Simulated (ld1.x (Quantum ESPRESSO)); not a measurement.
Values are calculated unless marked as measured or tabulated.
## Potentials for Ga compared

Generated with ld1.x 7.5 (TM, RRKJ, ultrasoft, PAW), atompaw 4.2 or ONCVPSP 4.0.1. The cutoff is in Ry: for ld1.x and atompaw files where the sum of valence levels is converged to 10 mRy in a Bessel basis, for ONCV files where the hardest occupied wave has 1 mHa per electron of residual kinetic energy. The error is the largest all-electron minus pseudo excitation energy over each file’s own four to seven test configurations (ionisations up to +4, promotions, holes and added fractions of an electron), all of which were solved. The labels leave out finer settings (local radius, basis sizes, second energies), which also bear on the numbers. Spin-polarised tests are not counted. The rows are a selection from randomly drawn settings: files with unsolved tests, undetermined cutoffs or missed reference levels are left out.

A true bound ghost makes a file unfit for plane-wave use even where its test errors are small: the radial tests pick states by their node count and pass the ghost by.

| potential | cutoff (Ry) | largest error (meV) | bound ghosts |
| --- | --- | --- | --- |
| TM semilocal, PBE, scalar-relativistic, rc 1.30/2.20/2.05 (spd), local p, core correction yes, reference 4s2 4p1 | 45 | -175 | none |
| TM, Wu–Cohen, scalar-relativistic, rc 1.80/2.05/2.05 (spd), local s, core correction yes, reference 4s2 4p1 | 15 | -196 | d |
| TM, BLYP, scalar-relativistic, rc 2.30/2.30 (sp), local p, core correction no, reference 4s2 4p1 | 10 | +164 | none |
| ultrasoft, Wu–Cohen, scalar-relativistic, rc 1.68/1.92 (sp), local smoothed, core correction yes, reference 4s1 4p2 | 10 | -114 | none |
| TM, LDA (PZ), scalar-relativistic, rc 1.30/1.70/1.55 (spd), local s, core correction no, reference 4s2 4p1 | 45 | +131 | p, d |

(1) Fill in the row for Ga: PAW, PBEsol, scalar-relativistic, rc 1.95/3.20/1.40/2.55 (spdf), local smoothed, core correction yes, reference 3d10 4s2 4p1.

## Answers

(1) cutoff 60 Ry, largest error -172 meV, bound ghosts: none.
